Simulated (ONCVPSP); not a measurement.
## Configuration tests for As (ONCV)

```
Element                 : arsenic
Generator               : ONCVPSP 4.0.1
Type                    : optimised norm-conserving Vanderbilt (ONCV)
Functional              : LDA (Perdew-Wang 92)
Relativity              : fully relativistic
Frozen core             : [Ar] 3d10
Valence charge          : 5
Reference configuration : 4s1.75 4p3.25
Partial waves           : 4s: rc 1.35 bohr, ncon 3, nbas 6, qcut 4.7 1/bohr, 3 projectors, debl 0.6 Ha; 4p: rc 2.00 bohr, ncon 5, nbas 9, qcut 4.5 1/bohr, 2 projectors, debl 0.8 Ha
Local potential         : polynomial inside 1.00 bohr (lpopt 5, dvloc0 1 Ha)
Core correction         : Teter function, fcfact 4, rcfact 1.5
```

Open shells are filled in proportion to 2j + 1.

Energies are relative to the spin-unpolarised reference configuration 4s1.75 4p3.25; without spin polarisation the order of configurations can differ from experiment.

Give the all-electron excitation energy and the error of the potential for: 4s2 4p3; 4s2 4p2; 4s2 4p1; 4s1 4p3.

| valence configuration | charge | ΔE all-electron (eV) | error AE − PS (meV) |
| --- | --- | --- | --- |
| 4s2 4p3 | 0 | -2.346 | 0.0 |
| 4s2 4p2 | +1 | 6.977 | -5.4 |
| 4s2 4p1 | +2 | 25.138 | -48 |
| 4s1 4p3 | +1 | 17.136 | -15 |

Levels in the configuration 4s2 4p2:

```json
{"level": "4s j=1/2", "all-electron (eV)": "-23.600", "pseudo (eV)": "-23.623"}
{"level": "4p j=3/2", "all-electron (eV)": "-13.425", "pseudo (eV)": "-13.442"}
{"level": "4p j=1/2", "all-electron (eV)": "-13.771", "pseudo (eV)": "-13.788"}
```

Note: ghosts flagged at negative energy: s at -192.9 eV; GHOST(+) flagged for p3/2 at 128.6 eV, p1/2 at 132.8 eV. A true bound ghost makes a file unfit for plane-wave use.
